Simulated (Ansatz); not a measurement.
`C[Se]C(O)O` + `[F][AlH][F]` → `C[Se][Al]([F])[F]` + `OCO`  (formal exchange of groups at the Se–C bond)

Program: Ansatz. Geometries: PBE0-D4/def2-TZVP. ΔE: electronic, gas phase. CCSD(T)/CBS adds triple-zeta CCSD(T) − MP2 to the extrapolated MP2 energy (def2 sets, frozen cores). This one scheme is used for every species. Functionals use def2-TZVPP. For Se outer-core shells are correlated without core-valence functions, which leaves a few kJ/mol of doubt a bond. Scalar relativity is left out up to krypton. Each species was taken in one conformer, which may not be the lowest.

```json
{"level": "ωB97M-V", "ΔE (eV)": "-1.45"}
{"level": "PBE0", "ΔE (eV)": "-1.53"}
{"level": "HF/def2-TZVPP", "ΔE (eV)": "-1.66"}
{"level": "SCS-MP2/def2-TZVPP", "ΔE (eV)": "-1.47"}
{"level": "CCSD(T)/def2-TZVPP", "ΔE (eV)": "-1.46"}
{"level": "SCS-MP2/def2-QZVPP", "ΔE (eV)": "-1.49"}
{"level": "HF/CBS(def2)", "ΔE (eV)": "-1.65"}
{"level": "CCSD/CBS(def2)", "ΔE (eV)": "-1.54"}
```

Question: What does CCSD(T)/CBS give? (Estimate.)

Answer: Ansatz gave: -1.50 eV. The listed levels differ from it by 0.05, -0.03, -0.16, 0.03, 0.04, 0.01, -0.15, -0.04 eV.

Largest T1 diagnostic among the species: 0.013.

From PBE to PBE0 (25 % exact exchange), in def2-TZVPP and without D4, ΔE moves by −0.08 eV. The D4 term adds +0.03 eV with B3LYP and +0.02 eV with PBE0; it sums over pairs of atoms, weighted by their polarisabilities, and B3LYP, whose exchange is more repulsive, gets the larger term. In def2-TZVPP, CCSD(T) changes the Hartree–Fock value by +0.19 eV (the triples alone add +0.04 eV) and MP2 by +0.19 eV.

B3LYP here is the variant with VWN-RPA as its local correlation; programs differ in this.
